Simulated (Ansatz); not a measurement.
Consider the substitution at a C–Al bond: `C[O][Al]([CH3])[NH2]` + `OC[SiH2]F` → `COC[SiH2]F` + `C[O][AlH][NH2]`.

Calculated with Ansatz (gas phase, PBE0-D4/def2-TZVP geometries, no zero-point term in ΔE). CCSD(T)/CBS is the MP2 limit (def2-TZVPP, def2-QZVPP) plus CCSD(T) − MP2 in def2-TZVPP, frozen cores. This one scheme is used for every species. Functionals use def2-TZVPP. B3LYP here is the variant with VWN-RPA as its local correlation; programs differ in this. One conformer a species, not always the lowest.

`C[O][Al]([CH3])[NH2]`:

```xyz
13

C    -1.964    0.253    1.126
O    -1.060   -0.637    0.552
Al    0.412   -0.462   -0.265
C     1.210    1.284   -0.590
N     1.164   -1.966   -0.799
H    -2.082    0.041    2.195
H    -1.653    1.302    1.027
H    -2.950    0.153    0.657
H     1.406    1.812    0.348
H     2.157    1.208   -1.130
H     0.545    1.923   -1.178
H     2.037   -2.028   -1.296
H     0.779   -2.883   -0.648
```

`OC[SiH2]F`:

Cartesian coordinates in Å:
```
O 1.321 0.292 1.097
C 0.329 0.794 0.212
Si -0.818 -0.569 -0.379
F 0.127 -1.703 -1.016
H 1.817 -0.393 0.640
H 0.776 1.329 -0.639
H -0.245 1.539 0.773
H -1.752 -0.097 -1.433
H -1.556 -1.192 0.745
```

`COC[SiH2]F`:

```xyz
12

C    -1.748    0.363    0.074
O    -0.582    1.133   -0.034
C     0.544    0.518    0.558
Si    1.407   -0.744   -0.543
F     2.070    0.014   -1.788
H    -1.648   -0.615   -0.416
H    -2.018    0.195    1.127
H    -2.550    0.918   -0.413
H     0.287    0.064    1.528
H     1.264    1.316    0.775
H     0.478   -1.761   -1.093
H     2.497   -1.401    0.225
```

`C[O][AlH][NH2]`:

```xyz
10

C    -0.204   -1.510    1.246
O    -0.186   -0.235    0.682
Al    0.218    0.387   -0.833
N     0.064    2.126   -1.060
H    -1.217   -1.766    1.575
H     0.129   -2.288    0.547
H     0.451   -1.546    2.124
H     0.716   -0.550   -2.003
H     0.277    2.606   -1.919
H    -0.246    2.777   -0.358
```

| level | ΔE (kJ/mol) | difference from CCSD(T)/CBS |
| --- | --- | --- |
| PBE-D4 | 87.2 | -3.1 |
| r2SCAN-D4 | 90.0 | -0.3 |
| B2PLYP | 86.2 | -4.1 |
| PBE | 87.7 | -2.6 |
| r2SCAN | 90.1 | -0.2 |
| B3LYP | 84.3 | -6.0 |
| MP2/def2-TZVPP | 91.5 | 1.2 |
| MP2/def2-QZVPP | 93.8 | 3.5 |
| SCS-MP2/def2-QZVPP | 87.1 | -3.2 |
| HF/CBS(def2) | 74.1 | -16.2 |
| CCSD(T)/CBS | 90.3 | 0 |

Largest T1 diagnostic among the species: 0.011.

In def2-TZVPP, CCSD(T) changes the Hartree–Fock value by +12.0 kJ/mol (the triples alone add +0.4 kJ/mol) and MP2 by +17.2 kJ/mol.

CCSD(T)/CBS has its own doubt, a few kJ/mol and more with outer-core shells, so smaller differences from it don't rank the levels.
